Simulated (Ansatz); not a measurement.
```yaml
crystal:
  periodic: [false, false, false]
  atoms:
    - {symbol: Cu, position_ang: [-0.000445, 0.010292, -1.419279]}
    - {symbol: P, position_ang: [-0.000209, -0.003736, 0.751719]}
    - {symbol: H, position_ang: [1.227771, -0.109483, 1.435547]}
    - {symbol: H, position_ang: [-0.700760, -1.021961, 1.429345]}
    - {symbol: H, position_ang: [-0.526726, 1.104369, 1.445735]}
    - {symbol: Br, position_ang: [0.000360, 0.020540, -3.643057]}
basis:
  gaussian: {orbitals: def2-SVPD, final_grid: {core_spheres: 20, valence_spheres: 16, degree: 47}}
hamiltonian: {xc: {name: r2SCAN}, dispersion: d3bj}
scf: {omitted_lower_state_checks: [starts]}
```

```sh
$ ansatz run in.yaml --threads 4 --pin off --events-out ev --progress --plain --max-ram 3916MiB
```

It prints (some lines left out):

```
Warning: the engine holds no damping parameters fitted to this dispersion correction and functional, so the run takes those fitted to r2scan beside the three-body term, which d3bj leaves out (hamiltonian.dispersion, under Limitations)
Functional definition: r2SCAN
1264 factors; their error is unknown
mean field evaluation 1: about -124005.8081 eV, gradient 3.9e1 eV
mean field evaluation 2: about -123538.9543 eV, gradient 5.2e2 eV
mean field evaluation 4: about -124008.1749 eV, gradient 1.5e1 eV
mean field evaluation 8: about -124008.4569 eV, gradient 1.7e-1 eV
mean field evaluation 16: about -124008.4569 eV, gradient 2.2e-5 eV
mean field -124008.45691175 eV, -4557.2267355557 hartree, gradient 2.2e-5 eV, S^2 0.000000; 0 other end points of the search recorded, 0 dependent functions left out
reference -124008.45692896 eV, -4557.2267361884 hartree; 41, 41 occupied and 82, 82 virtual orbitals, 1264 factors
Total energy: -124008.49497682 eV, -4557.2281344214 hartree
Checks for a lower state left out: starts
```

Run time 3.4 s (4 threads of Arm Neoverse V2 on a shared host).
